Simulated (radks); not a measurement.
Q: Valence configurations of Ru I (all share [Kr]). All-electron calculation, scalar-relativistic Kohn-Sham, PBE, spin-polarised, spherical densities, finite nucleus; open shells are filled with parallel spins first (spin-orbit coupling, left out, can overturn this in heavy ions); Fermi nuclear charge, rms radius 4.4809 fm. Program: a radial shooting solver on a logarithmic mesh with Libxc functionals. Order these by energy: 4d6 5s0.5 5p1.5; 4d6.5 5s1.5; 4d6 5s1 5p1; 4d7 5s0.5 5p0.5; 4d6 5s2; 4d5 5s1 5p2; 4d7 5s1; 4d7 5p1; 4d8.

A: From the lowest, in eV above it: 4d7 5s1 0.000; 4d6.5 5s1.5 0.386; 4d6 5s2 0.988; 4d8 1.046; 4d7 5s0.5 5p0.5 1.806; 4d6 5s1 5p1 3.531; 4d7 5p1 3.668; 4d6 5s0.5 5p1.5 5.716; 4d5 5s1 5p2 8.886. NIST lists [Kr] 4d7 5s1 as the ground configuration; this level of theory agrees among the configurations tried. The energies are those of spherical high-spin densities, not of single terms.
